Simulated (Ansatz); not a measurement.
The molecule BCl+, multiplicity 2 (lowest of 2S+1 = 2, 4 at CCSD(T)/def2-TZVPP on PBE0 minima; our sources give no spin for the ground state, which may be another).

Seven points along R, fitted to fifth degree in 1/R; most abundant isotopes. In def2 and cc sets the state is the lowest found near the PBE0 minimum, followed along R.

Cores are frozen in the correlated methods. CBS: X⁻³ extrapolation of the correlation energy, Hartree–Fock from the larger set.

Codes used: Ansatz (Gaussian basis) for Hartree–Fock, density functionals and correlated methods. 

Q: What bond length and harmonic frequency does wB97M-V/def2-TZVPP give?

A: r_e = 1.597 Å, ω_e = 1149 cm⁻¹.

Q: What bond length and harmonic frequency does CCSD(T)/aug-cc-pV(T+d)Z give?

A: r_e = 1.605 Å, ω_e = 1134 cm⁻¹.

Q: What bond length and harmonic frequency does CCSD(T)/CBS(aug-cc-pV(T+d)Z, aug-cc-pV(Q+d)Z) give?

A: r_e = 1.598 Å, ω_e = 1145 cm⁻¹.

Ansatz is a quantum-chemistry and plane-wave program.
